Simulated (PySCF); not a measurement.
# What a mistake does to a calculation on FH6NSi2

These are calculations, not measurements. They come from PySCF 2.14.0, an open-source quantum chemistry program, on an isolated molecule that a program drew, which may never have been made. The molecule is FH6NSi2 (charge 0, singlet), drawn as the SMILES string `N[SiH2][SiH2]F`.

Each row is a Hartree-Fock (HF) and frozen-core CCSD(T) single point in the cc-pV(D+d)Z basis, meant for a local HF minimum. Run 1 is clean. Each other run has one planted mistake out of seven kinds, and not every kind appears here: one electron removed, one electron added, multiplicity raised by two, geometry at a saddle point, minimal basis STO-3G, one bond length entered in bohr, all coordinates scaled. The reference is restricted for singlets and unrestricted otherwise, and also for a bond in bohr. Adding or removing an electron swaps singlet and doublet. Electrons count all cores. HOMO and LUMO are orbital energies over both spins, the gradient is its largest component, and the lowest frequency (negative if imaginary) is given only where the gradient is small. Bond lengths are over the 9 bonds as drawn. T1 is the CCSD diagnostic: over 0.02 (restricted) or 0.045 (unrestricted) a single reference is doubtful.

Geometry of the clean run:
```xyz
10
FH6NSi2, angstrom
N    -0.2545    0.3520   -1.1554
Si    1.3922    0.7014   -0.7502
Si    2.6304   -1.2740   -1.1139
F     4.1308   -1.0907   -0.5154
H    -0.7268   -0.3850   -0.6638
H    -0.8857    1.1230   -1.2809
H     1.6210    1.1674    0.6438
H     1.8545    1.7759   -1.6585
H     2.0268   -2.4369   -0.4254
H     2.7693   -1.5922   -2.5497
```

```
run,electrons,basis functions,<S^2>,HOMO (eV),LUMO (eV),gradient (hartree/bohr),lowest frequency (cm^-1),mean bond (Å),longest bond (Å),T1,HF (hartree),CCSD(T) (hartree),mistake
1,50,104,0.000,-10.56,2.82,4.1e-05,54,1.5167,2.360,0.0118,-735.33642,-735.95596,no fault
2,50,104,2.007,-4.70,-2.00,3.7e-02,-,1.5167,2.360,0.0433,-735.12629,-735.75380,multiplicity raised by two
3,50,104,0.000,-10.55,3.07,6.8e-02,-,1.4348,2.232,0.0109,-735.30394,-735.91667,?
4,50,104,0.806,-8.27,1.78,1.1e-02,-,1.6638,2.811,0.0410,-735.22729,-735.83998,?
```

**Which mistake was planted in run 3, and what did it cost?**

The mean and the longest bond both change by the same factor, 0.946, and the gradient is no longer small. So the mistake is: all coordinates scaled. Subtracting run 1 and multiplying by 627.51 kcal/mol a hartree, the energy moved by 20.4 kcal/mol in HF and 24.7 kcal/mol in CCSD(T).

**Which mistake was planted in run 4, and what did it cost?**

The mean bond changes by a factor of 1.097 and the longest by 1.191, so the molecule wasn't scaled as a whole. A length L in bohr read as angstrom grows by (1/0.5292 - 1) L = 0.890 L. The 9 bonds together grew by 9 x 0.1471 = 1.324 Å, which gives L = 1.488 Å. That is the length of one of the H-Si bonds, 1.487 Å in the clean geometry. So the mistake is: one bond length entered in bohr. Subtracting run 1 and multiplying by 627.51 kcal/mol a hartree, the energy moved by 68.5 kcal/mol in HF and 72.8 kcal/mol in CCSD(T).

